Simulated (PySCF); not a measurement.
**TDDFT excited states: Cl2H6P2Zn**

Species: ZnCl2(PH3)2 (singlet state).
Cartesian coordinates in Å at the PBE0-D3(BJ)/def2-SVP level; atoms count from 1:
```xyz
11
Cl2H6P2Zn angstrom
Zn     0.6436    0.0243    1.1208
Cl     0.3659    0.1145    3.2522
Cl     2.2416    0.0324   -0.4210
P     -0.4164    1.9441   -0.1710
H     -0.4895    1.7248   -1.5696
H      0.5111    3.0147   -0.1907
H     -1.6064    2.7071   -0.0139
P     -0.2898   -1.9882   -0.1351
H     -1.4102   -2.8519    0.0184
H      0.7259   -2.9746   -0.1737
H     -0.3913   -1.7593   -1.5302
```

Computed, not measured: PySCF, TDDFT B3LYP/def2-SVPD, vertical, gas phase, core orbitals frozen in the response.

Problem. What does the calculation give for the low-lying excited states?

Solution. 

```csv
state,E (eV),λ (nm),f,|μ| (D),"main configurations (H = HOMO, L = LUMO)"
S1,5.84,212.4,0.025,1.07,"H→L (82%), H→L+1 (12%)"
S2,5.86,211.6,0.0097,0.66,"H-1→L (80%), H-1→L+1 (12%)"
S3,5.91,209.9,0.011,0.70,"H→L+1 (53%), H-2→L (28%), H-2→L+1 (8%)"
S4,5.98,207.3,0.032,1.18,"H-3→L (43%), H-1→L+1 (34%), H-3→L+1 (16%)"
S5,6.01,206.3,0.053,1.52,"H-2→L (48%), H→L+1 (28%), H-2→L+1 (10%)"
S6,6.06,204.7,0.081,1.87,"H-1→L+1 (49%), H-3→L (26%), H-1→L (14%)"
S7,6.09,203.6,0.017,0.86,"H-2→L+1 (76%), H-2→L (19%)"
S8,6.16,201.4,0.017,0.86,"H-3→L+1 (73%), H-3→L (24%)"
S9,6.34,195.7,0.027,1.06,H→L+2 (90%)
S10,6.36,194.8,0.023,0.98,"H-1→L+2 (82%), H→L+3 (8%)"
S11,6.43,192.9,0.0079,0.57,H-2→L+2 (89%)
S12,6.49,191.1,0.0010,0.20,"H→L+3 (50%), H-3→L+2 (33%), H-1→L+2 (15%)"
S13,6.52,190.1,0.055,1.50,"H-3→L+2 (56%), H→L+3 (40%)"
S14,6.64,186.8,0.041,1.27,H-1→L+3 (76%)
S15,6.66,186.3,0.010,0.64,H-2→L+3 (90%)
```

Triplets, Tamm–Dancoff:

```json
{"state": "T1", "E (eV)": "5.49", "λ (nm)": "225.9", "main configurations (H = HOMO, L = LUMO)": "H→L (56%), H→L+1 (24%)"}
{"state": "T2", "E (eV)": "5.53", "λ (nm)": "224.3", "main configurations (H = HOMO, L = LUMO)": "H-1→L (63%), H-1→L+1 (14%)"}
{"state": "T3", "E (eV)": "5.69", "λ (nm)": "217.7", "main configurations (H = HOMO, L = LUMO)": "H→L+1 (58%), H-2→L (16%), H→L (10%)"}
{"state": "T4", "E (eV)": "5.75", "λ (nm)": "215.5", "main configurations (H = HOMO, L = LUMO)": "H-1→L+1 (43%), H-2→L+1 (17%)"}
```

The lowest singlet lies at 5.84 eV (212 nm, ultraviolet) and is weak; its leading configuration is HOMO→LUMO (82%). The strongest level in the table is S6 at 6.06 eV (205 nm, f = 0.081). For S1 the Löwdin share of zinc is at most 5% in HOMO and at most 9% in LUMO; for S6 the Löwdin share of zinc is at most 8% in HOMO-1 and 20% in LUMO+1. Orbital energies (eV): HOMO-3 -7.81, HOMO-2 -7.74, HOMO-1 -7.65, HOMO -7.57, LUMO -0.95, LUMO+1 -0.83, LUMO+2 -0.48. The listed states span 0.82 eV, and the widest gap between neighbours is 0.18 eV (S8 to S9). Of the 15 states listed, 12 reach f = 0.01 and none stays under 0.0005. The window holds the lowest 15 singlets.
